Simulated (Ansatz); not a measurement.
Molecule: C3H3N2, charge -1, multiplicity 1. It need not be the lowest isomer of its formula. Whether it binds its extra electron was not tested at this geometry. SMILES: c1cn[n-]c1
Structure (B3LYP-D3(BJ)/def2-TZVP (Ansatz, a quantum-chemistry and plane-wave program) minimum search):
```xyz
8

C      0.0055     1.1616     0.1334
C      1.0937     0.2817     0.0672
N      0.6754    -0.9876    -0.0918
N     -0.6847    -0.9763    -0.1338
C     -1.0909     0.2998    -0.0004
H      0.0106     2.2354     0.2568
H      2.1522     0.5089     0.1270
H     -2.1472     0.5447    -0.0060
```
Charge -1, spin multiplicity 1.

Parts of the frozen-core correlation energy in aug-cc-pVTZ (Ansatz, hartree). Frozen orbitals: 5; correlated occupied orbitals by spin: 13 and 13; virtual: 281 and 281. No spin-orbit coupling. Non-relativistic.

| term | value |
|---|---|
| reference (HF) | -224.28624 |
| MP2 opposite-spin | -0.67833 |
| MP2 same-spin | -0.24159 |
| CCSD correlation | -0.91642 |
| (T) | -0.05228 |
| T1 diagnostic | 0.013 |
| largest doubles amplitude | 0.045 |
